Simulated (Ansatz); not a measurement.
Species: sum formula Si2NH7, charge 0, multiplicity 1. SMILES: [SiH3]N[SiH3]
Geometry: optimised at B3LYP-D3(BJ)/def2-TZVP (Ansatz, an electronic-structure program).

Quantity: vertical ionisation energy (to the doublet state of charge +1; each state is the SCF solution reached for its spin), in eV. Correlated levels leave the core frozen unless marked. UHF or UKS for open shells. No spin-orbit coupling. No relativistic terms. CBS(X,Y): correlation extrapolated as X^-3; Hartree-Fock from the larger set. The bracket is a focal-point correction in the basis named.

```
level                                                                      program  vertical ionisation energy (eV)
-------------------------------------------------------------------------  -------  -------------------------------
SVWN5/def2-TZVPD                                                            Ansatz                       (withheld)
PBE/def2-TZVPD                                                              Ansatz                             9.23
PBE0/def2-TZVPD                                                             Ansatz                             9.49
wB97M-V/def2-TZVPD                                                          Ansatz                             9.75
B2PLYP/def2-TZVPD                                                           Ansatz                       (withheld)
RI-MP2/CBS(aug-cc-pV(T+d)Z,aug-cc-pV(Q+d)Z)+[CCSD(T)-MP2]/aug-cc-pV(T+d)Z   Ansatz                             9.94
```

Question: Fill in the missing entries.

Answer: 
- SVWN5/def2-TZVPD, vertical ionisation energy (eV): 9.32
- B2PLYP/def2-TZVPD, vertical ionisation energy (eV): 9.67
